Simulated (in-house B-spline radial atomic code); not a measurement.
Ionisation energies along the 21-electron series, configuration [Ar] 3d3, as differences of self-consistent energies. Dirac energy differences include first-order Breit, QED and recoil terms. NIST's values go from ground level to ground level; the uncertainty of those that are theory runs from under 0.1 % in few-electron ions to several per cent in heavy many-electron ones. Computed with a B-spline radial code for spherical atoms: Dirac-Hartree-Fock, average of the configuration, finite nuclei.

| ion | configuration after | ionisation energy (eV) | IE/(q+1)² (eV) | Breit and QED recoil part (eV) | tabulated value (eV) | tabulated kind | computed minus tabulated (eV) |
| --- | --- | --- | --- | --- | --- | --- | --- |
| V2+ | [Ar] 3d2 | 27.2 | 3.0198 | 0.010832 | 29.3111 | measured | -2.1 |
| Cr3+ | [Ar] 3d2 | 46.8 | 2.9229 | 0.013375 | 49.16 | semi-empirical | -2.4 |
| Mn4+ | [Ar] 3d2 | 69.9 | 2.7974 | 0.014676 | 72.41 | semi-empirical | -2.5 |
| Fe5+ | [Ar] 3d2 | ? | ? | ? | ? | measured | ? |
| Co6+ | [Ar] 3d2 | 126.3 | 2.578 | 0.013961 | 128.9 | semi-empirical | -2.6 |
| Ni7+ | [Ar] 3d2 | 159.4 | 2.4902 | 0.011899 | 162 | tabulated theory | -2.6 |
| Cu8+ | [Ar] 3d2 | 195.6 | 2.4148 | 0.0086026 | 198 | tabulated theory | -2.4 |
| Zn9+ | [Ar] 3d2 | ? | ? | ? | ? | tabulated theory | ? |
| Ga10+ | [Ar] 3d2 | 277.5 | 2.2932 | -0.0020075 | 280 | tabulated theory | -2.5 |
| Ge11+ | [Ar] 3d2 | 323.1 | 2.2437 | -0.0095076 | 326 | tabulated theory | -2.9 |
| As12+ | [Ar] 3d2 | 371.8 | 2.2 | -0.01861 | 375 | tabulated theory | -3.2 |
| Se13+ | [Ar] 3d2 | 423.6 | 2.1612 | -0.0294 | 426 | tabulated theory | -2.4 |
| Br14+ | [Ar] 3d2 | 478.5 | 2.1266 | -0.042004 | 481 | tabulated theory | -2.5 |
| Kr15+ | [Ar] 3d2 | 536.4 | 2.0954 | -0.05649 | 540 | tabulated theory | -3.6 |
| Rb16+ | [Ar] 3d2 | 597.4 | 2.0673 | -0.072995 | 601 | tabulated theory | -3.6 |
| Sr17+ | [Ar] 3d2 | 661.5 | 2.0418 | -0.0916 | 665 | tabulated theory | -3.5 |
| Zr19+ | [Ar] 3d2 | 798.9 | 1.9972 | -0.13558 | 803 | tabulated theory | -4.1 |
| Nb20+ | [Ar] 3d2 | ? | ? | ? | ? | tabulated theory | ? |
| Mo21+ | [Ar] 3d2 | 948.5 | 1.9597 | -0.18921 | 953 | tabulated theory | -4.5 |
| Tc22+ | [Ar] 3d2 | 1027.9 | 1.943 | -0.21996 | 1032 | tabulated theory | -4.1 |
| Ru23+ | [Ar] 3d2 | 1110.3 | 1.9276 | -0.25341 | 1115 | tabulated theory | -4.7 |
| Rh24+ | [Ar] 3d2 | 1195.8 | 1.9133 | -0.28975 | 1202 | tabulated theory | -6.2 |
| Pd25+ | [Ar] 3d2 | 1284.3 | 1.8999 | -0.32902 | 1290 | tabulated theory | -5.7 |
| Ag26+ | [Ar] 3d2 | 1376.0 | 1.8875 | -0.37138 | 1382 | tabulated theory | -6.0 |

(1) Fill in the row of Fe5+.

(2) Fill in the row of Zn9+.

(3) Fill in the row of Nb20+.

Where a p, d or f electron is removed, the computed value is a mean over both j, so it misses the tabulated one by a part of the spin-orbit splitting; averaging over terms and missing correlation add to the gap, relatively most at low charge.

Results:

(1) ionisation energy (eV): 96.5; IE/(q+1)² (eV): 2.6802; Breit and QED recoil part (eV): 0.014875; tabulated value (eV): 98.985; computed minus tabulated (eV): -2.5.

(2) ionisation energy (eV): 235.0; IE/(q+1)² (eV): 2.3498; Breit and QED recoil part (eV): 0.0039979; tabulated value (eV): 238; computed minus tabulated (eV): -3.0.

(3) ionisation energy (eV): 872.1; IE/(q+1)² (eV): 1.9777; Breit and QED recoil part (eV): -0.16113; tabulated value (eV): 877; computed minus tabulated (eV): -4.9.
